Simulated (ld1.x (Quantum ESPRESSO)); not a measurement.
u(r) = r·R(r): atom against pseudo-atom (silicon (Si))

Columns: radius, all-electron u(r) and pseudo u(r) of the 2s shell (level -138.73 eV) of silicon in the configuration [He] 2s2 2p6 3s2 3p2; LDA (PZ), scalar-relativistic, RRKJ scheme, ld1.x (Quantum ESPRESSO) 7.5.

```
r (bohr)  all-electron   pseudo
   0.035        0.5638  -0.0158
   0.070        0.6150  -0.0513
   0.105        0.4169  -0.1216
   0.140        0.1162  -0.2344
   0.175       -0.2057  -0.3881
   0.210       -0.5059  -0.5723
   0.245       -0.7642  -0.7707
   0.280       -0.9732  -0.9640
   0.315       -1.1329  -1.1345
   0.350       -1.2471  -1.2691
   0.385       -1.3213  -1.3608
   0.420       -1.3617  -1.4094
   0.455       -1.3743  -1.4201
   0.490       -1.3646  -1.4013
   0.525       -1.3374  -1.3620
   0.560       -1.2970  -1.3105
   0.595       -1.2468  -1.2525
   0.630       -1.1898  -1.1914
   0.665       -1.1284  -1.1285
   0.700       -1.0644  -1.0644
   0.735       -0.9994  -0.9994
   0.770       -0.9345  -0.9345
   0.805       -0.8708  -0.8708
   0.840       -0.8089  -0.8089
   0.875       -0.7493  -0.7493
   0.910       -0.6924  -0.6924
```

Q: How many radial nodes do the two functions have?

A: The all-electron 2s function has n − l − 1 = 1; the pseudo-wave has 0, since the states of the same l below it are removed with the core.

Q: At about which radius was the pseudo-wave matched?

A: 0.70 bohr, where the columns begin to agree (steps of 0.04 bohr).

Q: Where does each function peak?

A: Outermost all-electron maximum near 0.46 bohr, pseudo maximum near 0.46 bohr (to the table’s step).

Q: Is the pseudo-wave norm-conserving?

A: Yes: the RRKJ scheme keeps the norm inside the radius equal to the all-electron one, which fixes the energy derivative of the logarithmic derivative at the level.
